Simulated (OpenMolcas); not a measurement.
# Tc5+: input and output

Tc5+ among 3 point charges of -3 e arranged as a planar triangle (D3h), 2.36 Å from the ion.

Input:

```
&GATEWAY
Coord
1

Tc 0.0 0.0 0.0
Basis=ANO-RCC-VTZP
Group=NoSym
NoMove
AngMom=0.0 0.0 0.0
AMFI
XField
3 Angstrom 0
2.360000 0.000000 0.000000 -3.000000
-1.180000 2.043820 0.000000 -3.000000
-1.180000 -2.043820 0.000000 -3.000000
&SEWARD
* reference wave functions (RASSCF and RASSI steps not shown): 2 electrons in 5 orbitals (4d)
>>> COPY JOB001 $Project.JobIph
&CASPT2
Multistate=10 1 2 3 4 5 6 7 8 9 10
NoMult
Frozen=14
IPEA=0.25
Imaginary=0.1
MaxIter=60
WThr=0.0 0.3 0.05
PrWF=0.5
NoMix
>>> COPY JOB002 $Project.JobIph
&CASPT2
Multistate=15 1 2 3 4 5 6 7 8 9 10 11 12 13 14 15
NoMult
Frozen=14
IPEA=0.25
Imaginary=0.1
MaxIter=60
WThr=0.0 0.3 0.05
PrWF=0.5
NoMix
```

Output, cut to the results:

```
--- CASPT2 ---
Orbital specifications:
      -----------------------

      Symmetry species                           1
                                                 a
      Frozen orbitals                           14
      Inactive orbitals                          4
      Active orbitals                            5
      Secondary orbitals                        45
      Deleted orbitals                           0
      Number of basis functions                 68
Type of calculation                        SS-CASPT2
      Fock operator                              state-specific
      IPEA shift                                 0.25
      Real shift                                 0.00
      Imaginary shift                            0.10
      The input orbitals will be transformed to quasi-canonical
Reference energy:       -4287.2079900468
      E2 (Non-variational):      -0.2643648470
      Shift correction:          -0.0000832284
      E2 (Variational):          -0.2644480754
      Total energy:           -4287.4724381222
      Residual norm:              0.0000004309
      Reference weight:           0.95766
      Contributions to the CASPT2 correlation energy
      Active & Virtual Only:         -0.0053952378
      One Inactive Excited:          -0.0977158288
      Two Inactive Excited:          -0.1612537803
Reference energy:       -4287.2055397173
      E2 (Non-variational):      -0.2668281987
      Shift correction:          -0.0000861991
      E2 (Variational):          -0.2669143978
      Total energy:           -4287.4724541151
      Residual norm:              0.0000005264
      Reference weight:           0.95684
      Contributions to the CASPT2 correlation energy
      Active & Virtual Only:         -0.0062206656
      One Inactive Excited:          -0.0985270995
      Two Inactive Excited:          -0.1620804336
::    CASPT2 Root  1     Total energy:  -4287.47243812
::    CASPT2 Root  2     Total energy:  -4287.47245412
::    CASPT2 Root  3     Total energy:  -4287.47245397
::    CASPT2 Root  4     Total energy:  -4287.44504423
::    CASPT2 Root  5     Total energy:  -4287.44443501
::    CASPT2 Root  6     Total energy:  -4287.43600021
::    CASPT2 Root  7     Total energy:  -4287.43600529
::    CASPT2 Root  8     Total energy:  -4287.40355024
::    CASPT2 Root  9     Total energy:  -4287.40355055
::    CASPT2 Root 10     Total energy:  -4287.33871571
--- CASPT2 ---
Orbital specifications:
      -----------------------

      Symmetry species                           1
                                                 a
      Frozen orbitals                           14
      Inactive orbitals                          4
      Active orbitals                            5
      Secondary orbitals                        45
      Deleted orbitals                           0
      Number of basis functions                 68
Type of calculation                        SS-CASPT2
      Fock operator                              state-specific
      IPEA shift                                 0.25
      Real shift                                 0.00
      Imaginary shift                            0.10
      The input orbitals will be transformed to quasi-canonical
Reference energy:       -4287.1530451459
      E2 (Non-variational):      -0.2702636937
      Shift correction:          -0.0000863187
      E2 (Variational):          -0.2703500123
      Total energy:           -4287.4233951582
      Residual norm:              0.0000006346
      Reference weight:           0.95676
      Contributions to the CASPT2 correlation energy
      Active & Virtual Only:         -0.0110479988
      One Inactive Excited:          -0.0967381190
      Two Inactive Excited:          -0.1624775759
Reference energy:       -4287.1498378681
      E2 (Non-variational):      -0.2760734411
      Shift correction:          -0.0000985310
      E2 (Variational):          -0.2761719720
      Total energy:           -4287.4260098401
      Residual norm:              0.0000006657
      Reference weight:           0.95409
      Contributions to the CASPT2 correlation energy
      Active & Virtual Only:         -0.0133377238
      One Inactive Excited:          -0.0968363520
      Two Inactive Excited:          -0.1658993653
::    CASPT2 Root  1     Total energy:  -4287.42339516
::    CASPT2 Root  2     Total energy:  -4287.42600984
::    CASPT2 Root  3     Total energy:  -4287.42588112
::    CASPT2 Root  4     Total energy:  -4287.42299671
::    CASPT2 Root  5     Total energy:  -4287.42299662
::    CASPT2 Root  6     Total energy:  -4287.39361997
::    CASPT2 Root  7     Total energy:  -4287.38417876
::    CASPT2 Root  8     Total energy:  -4287.38383963
::    CASPT2 Root  9     Total energy:  -4287.38534566
::    CASPT2 Root 10     Total energy:  -4287.38534564
::    CASPT2 Root 11     Total energy:  -4287.36086456
::    CASPT2 Root 12     Total energy:  -4287.36078949
::    CASPT2 Root 13     Total energy:  -4287.31061726
::    CASPT2 Root 14     Total energy:  -4287.31047992
::    CASPT2 Root 15     Total energy:  -4287.24612619
```

Spin-orbit levels above the lowest (labels of D3, the rotations of D3h), with the averaged single-state CASPT2 energies on the diagonal:

```csv
E (cm-1),Degeneracy,Label,2S+1,g
0,1,A1,3,
890,2,E,3,0.00 0.00 2.87
1850,1,A2,3,
2570,2,E,3,0.00 0.00 5.84
3510,2,E,3,0.00 0.00 2.99
3880,1,A1,3,
7320,2,E,3,0.00 0.00 0.18
7380,2,E,3,0.00 0.00 2.97
9020,1,A2,3,
9020,1,A1,3,
9460,2,E,3,0.00 0.00 3.35
11090,1,A2,3,
11090,1,A1,3,
12200,2,E,3,0.00 0.00 9.99
13090,2,E,1 (85 %),0.00 0.00 3.90
13440,1,A1,1,
13570,2,E,1,0.00 0.00 1.96
16490,1,A1,3,
16940,1,A2,3,
17180,2,E,3 (89 %),0.00 0.00 1.99
```

Roots that are degenerate in the reference are averaged as groups; the widest CASPT2 spread within a group is 130 cm-1 (the 2-fold group of multiplicity 3 near 6080 cm-1 above the lowest state of its run). Shifts and gaps below about the spread of the groups concerned are not significant. Spin-orbit coupling mixes the spin-free states strongly: the lowest level takes only 59 % from its leading state, 3E. An orbital doublet at a regular site is open to a Jahn-Teller distortion, which this geometry leaves out. Free-ion shares, where given, are those of the reference states; single-state CASPT2 does not remix them. This is an electrostatic model: the charges have no orbitals. No measured value stands beside these numbers.

With an even number of electrons the g values are those of a degenerate or nearly degenerate non-Kramers pair.
